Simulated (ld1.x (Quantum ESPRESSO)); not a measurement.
u(r) = r·R(r): atom against pseudo-atom (helium (He))

Columns: radius, all-electron u(r) and pseudo u(r) of the 1s shell (level -15.76 eV) of helium in the configuration 1s2; PBE, scalar-relativistic, TM scheme, ld1.x (Quantum ESPRESSO) 7.5.

```tsv
r (bohr)	all-electron	pseudo
0.042	0.1857	0.1394
0.085	0.3448	0.2783
0.128	0.4766	0.4099
0.170	0.5826	0.5279
0.212	0.6692	0.6328
0.255	0.7406	0.7244
0.298	0.7970	0.7988
0.340	0.8397	0.8546
0.382	0.8719	0.8946
0.425	0.8957	0.9209
0.467	0.9111	0.9347
0.510	0.9202	0.9395
0.552	0.9236	0.9374
0.595	0.9222	0.9308
0.638	0.9167	0.9212
0.680	0.9080	0.9099
0.722	0.8967	0.8972
0.765	0.8827	0.8827
0.807	0.8671	0.8671
0.850	0.8496	0.8496
0.892	0.8313	0.8313
0.935	0.8116	0.8116
0.977	0.7916	0.7916
1.020	0.7705	0.7705
1.062	0.7496	0.7496
1.105	0.7280	0.7280
```

(1) How many radial nodes do the two functions have?

(2) At about which radius was the pseudo-wave matched?

(3) Is the pseudo-wave norm-conserving?

Answers

(1) The all-electron 1s function has n − l − 1 = 0; the pseudo-wave has 0.

(2) 0.85 bohr. The columns agree to 0.0005 from 0.72 bohr on; several derivatives are matched, so the curves merge somewhat inside the radius.

(3) Yes: the TM scheme keeps the norm inside the radius equal to the all-electron one, which fixes the energy derivative of the logarithmic derivative at the level.
